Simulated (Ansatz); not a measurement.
Reaction (substitution at a C–C bond): `CCCCC(C)(C)C` + `[NH2][Al]([OH])[OH]` → `C[NH][Al]([OH])[OH]` + `CCCC(C)(C)C`

Gas-phase electronic energies from Ansatz, PBE0-D4/def2-TZVP geometries. CCSD(T)/CBS adds triple-zeta CCSD(T) − MP2 to the extrapolated MP2 energy (def2 sets, frozen cores). DFT in def2-TZVPP. B3LYP here is the variant with VWN-RPA as its local correlation; programs differ in this. Each species was taken in one conformer, which may not be the lowest.

```tsv
level	ΔE (eV)
PBE0-D4	0.44
B3LYP-D4	0.41
ωB97M-V	0.46
HF/def2-TZVPP	0.42
CCSD(T)/def2-TZVPP	0.46
HF/def2-QZVPP	0.42
SCS-MP2/def2-QZVPP	0.47
MP2/CBS(def2)	0.51
```

What does CCSD(T)/CBS give? (Estimate.)

Ansatz gave: +0.48 eV. The listed levels differ from it by -0.04, -0.07, -0.02, -0.06, -0.02, -0.06, -0.01, 0.03 eV.

Largest T1 diagnostic among the species: 0.011.

In def2-TZVPP, CCSD(T) changes the Hartree–Fock value by +0.04 eV (the triples alone add +0.00 eV) and MP2 by +0.07 eV.
